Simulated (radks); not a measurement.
Initial-state core-level shifts of neutral cadmium when its valence configuration changes from [Kr] 4d10 5s2. All-electron calculation, Dirac Kohn-Sham, PBE, spin-unpolarised, spherical densities, point nucleus; open shells fill j = l - 1/2 first. Program: a radial shooting solver on a logarithmic mesh with Libxc functionals. Shifts are changes of the shell-averaged eigenvalues in eV (positive: less bound).

valence               3s       3p       4s       4p
4d10 5s1 5p1      -1.791   -1.791   -1.830   -1.836
4d9 5s2 5p1       -6.842   -6.843   -6.368   -6.169
4d8 5s2 5p2      -13.753  -13.754  -12.582  -12.141
4d9 5s1 5p2       -8.308   -8.308   -7.851   -7.650
4d10 5p2          -3.311   -3.310   -3.384   -3.395
4d9.5 5s0.5 5p2   -5.750   -5.749   -5.579   -5.488
4d9.5 5s1 5p1.5   -5.024   -5.024   -4.841   -4.750
4d6 5s2 5p4      -28.640  -28.641  -25.401  -24.380
4d9.5 5s2 5p0.5   -3.434   -3.434   -3.225   -3.131
